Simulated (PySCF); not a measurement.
H3InO. Atoms are numbered in the order given.

```xyz
5

In     0.0030     0.2872     0.0000
H     -1.5652     0.9824     0.0000
H      1.6151     0.9043     0.0000
O     -0.1203    -1.7283     0.0000
H      0.7637    -2.1326     0.0000
```
Charge 0, spin multiplicity 1.

Coordinates come from a PBE-D3(BJ)/def2-TZVP optimisation. The def2 effective core potentials stand for the cores of In; spin–orbit coupling is left out.

Computed with IEF-PCM-M06-2X/def2-SVP (PySCF 2.14.0).

The values are the electrostatic part of the solvation free energy, E(continuum) − E(gas) at the gas-phase geometry, in a cavity of scaled van der Waals radii (PySCF's table); cavitation and dispersion terms are not included. A continuum can't describe solvent molecules that bind to the metal. In vacuum the orbital gap is 8.46 eV. The dipole moment in vacuum is 2.10 D.

```csv
solvent,ε,ΔG(elec) (kcal/mol),dipole (D),gap (eV)
water,78.36,-8.3,2.62,8.86
cyclohexanone,15.62,-7.6,2.58,8.83
2-propanol,19.26,-7.8,2.59,8.84
```
